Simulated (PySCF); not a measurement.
## Excitation energy of Cu²⁺ by level of theory

Cu²⁺ [Ar] 3d9 (2D) → Cu²⁺ [Ar] 3d8 4p1 (high-spin determinant), as a difference of total energies. All numbers are calculated (PySCF 2.14, no relativity, point nucleus, in dyall-av2z (16s12p7d2f, 101 functions)). Correlated levels: valence: [Ar] frozen; virtual orbitals above 40 to 60 times the deepest correlated orbital energy dropped. The calculations carry no spin-orbit coupling.

```tsv
method	excitation energy (cm⁻¹)
UHF	108410
LDA	127930
PBE	123100
PBE0	121400
r2SCAN	117870
HSE06	121060
wB97X-V	124790
B97-3	123040
TPSSh	121040
MP2 (valence)	124550
SCS-MP2 (valence)	123690
```

A first-order spin-orbit estimate (lowest level to lowest level, LS coupling) adds -0.023 eV.

The determinant of the upper state mixes LS terms, which raises its energy above the lowest term, most at the Hartree-Fock and MP2 levels.
